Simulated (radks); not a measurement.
Valence configurations of Ce III (all share [Xe]). Method: Dirac Kohn-Sham, PBE, spin-unpolarised, spherical densities, point nucleus; open shells fill j = l - 1/2 first; computed with a radial shooting solver on a logarithmic mesh with Libxc functionals. Order these by energy: 4f1 6p1; 4f1.5 6s0.5; 4f1 6s1; 5d2; 4f0.5 6s1 6p0.5; 4f1.5 6p0.5; 4f1 5d1; 4f2; 4f0.5 6p1.5; 6p2.

Answer. From the lowest, in eV above it: 4f2 0.000; 4f1.5 6s0.5 0.669; 4f1 5d1 1.316; 4f1.5 6p0.5 2.350; 4f1 6s1 2.836; 4f1 6p1 6.386; 5d2 6.959; 4f0.5 6s1 6p0.5 8.589; 4f0.5 6p1.5 12.344; 6p2 20.426. NIST lists [Xe] 4f2 as the ground configuration; this level of theory agrees among the configurations tried. The energies are those of spherical spin-averaged densities, not of single terms.
